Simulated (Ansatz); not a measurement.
Program: Ansatz. Geometries: PBE0-D4/def2-TZVP. ΔE: electronic, gas phase. CCSD(T)/CBS adds triple-zeta CCSD(T) − MP2 to the extrapolated MP2 energy (def2 sets, frozen cores). Functionals use def2-TZVPP. def2 core potentials past Kr. For Sn, Zn outer-core shells are correlated without core-valence functions, which leaves a few kJ/mol of doubt a bond. Scalar relativity is left out up to krypton. One conformer a species, not always the lowest.

`[CH3][Sn-]1[O]C(C(F)(F)F)=CC(C(F)(F)F)=[O+]1` + `C[O][Zn][OH]` → `C[O][Sn][CH3]` + `[OH][Zn-]1[O]C(C(F)(F)F)=CC(C(F)(F)F)=[O+]1`  (redistribution)

```csv
level,ΔE (eV)
PBE-D4,0.02
BHLYP-D4,-0.10
CAM-B3LYP-D4,-0.04
r2SCANh,-0.08
BHLYP,-0.15
HF/def2-TZVPP,-0.29
MP2/def2-TZVPP,0.01
HF/CBS(def2),-0.30
```

Question: What does CCSD(T)/CBS give? (An estimate is asked.)

Answer: Ansatz gave: -0.08 eV. The listed levels differ from it by 0.10, -0.02, 0.04, 0.00, -0.07, -0.21, 0.09, -0.22 eV.

Largest T1 diagnostic among the species: 0.017.

The D4 term adds +0.04 eV with B3LYP and +0.03 eV with PBE0; it sums over pairs of atoms, weighted by their polarisabilities, and B3LYP, whose exchange is more repulsive, gets the larger term. In def2-TZVPP, CCSD(T) changes the Hartree–Fock value by +0.19 eV (the triples alone add +0.02 eV) and MP2 by +0.31 eV. Leaving LDA and LC-ωPBE aside and taking each functional with its dispersion term where it has one, the values, not all of them listed here, spread over 0.15 eV, from BHLYP-D4 to BLYP-D4.

B3LYP here is the variant with VWN-RPA as its local correlation; programs differ in this.
